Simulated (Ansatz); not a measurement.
Isolated molecules relaxed with PBE0-D4/def2-TZVP in Ansatz; ΔE leaves out vibrations. CCSD(T)/CBS is the MP2 limit (def2-TZVPP, def2-QZVPP) plus CCSD(T) − MP2 in def2-TZVPP, frozen cores. This one scheme is used for every species. Functionals use def2-TZVPP. One conformer a species, not always the lowest.

`BC(=C)C` + H₂O → `C=C(C)O` + BH₃  (formal hydrolysis of a C–B bond)

`BC(=C)C`:

Z-matrix (Å, degrees):
```
C
C 1 1.501
H 1 1.094 2 110.7
H 1 1.094 2 110.8 3 -117.6
H 1 1.093 2 112.3 3 121.1
C 2 1.342 1 121.2 3 -120.4
B 2 1.541 1 121.4 3 59.8
H 6 1.089 2 122.5 1 -0.1
H 6 1.085 2 120.8 1 179.9
H 7 1.199 2 121.4 1 0.4
H 7 1.197 2 119.3 1 -179.7
```

H₂O:

```xyz
3

O    -0.272   -0.272   -0.059
H     0.468   -0.309    0.551
H    -0.196    0.581   -0.492
```

`C=C(C)O`:

Cartesian coordinates in Å:
```
C -0.292 0.477 1.232
C -0.218 0.159 -0.058
C 0.791 -0.753 -0.659
O -1.066 0.636 -1.006
H -1.053 1.151 1.613
H 0.412 0.064 1.939
H 0.293 -1.593 -1.150
H 1.368 -0.226 -1.423
H 1.471 -1.136 0.100
H -1.705 1.222 -0.588
```

BH₃:

```xyz
4

B     0.000    0.000    0.000
H     0.680    0.842    0.502
H    -0.513    0.200   -1.059
H    -0.167   -1.043    0.556
```

```tsv
level	ΔE (eV)
revPBE	0.70
MP2/def2-TZVPP	0.80
```

**Question.** What does CCSD(T)/CBS give? (An estimate is asked.)

**Answer.** Computed: +0.81 eV. The listed levels differ from it by -0.11, -0.01 eV.

Largest T1 diagnostic among the species: 0.012.

Leaving LDA and LC-ωPBE aside and taking each functional with its dispersion term where it has one, the values, not all of them listed here, spread over 0.09 eV, from ωB97X-V to PBE-QIDH. At CCSD(T), def2-SVP lies −0.22 eV from the extrapolated value and def2-TZVPP −0.05 eV.
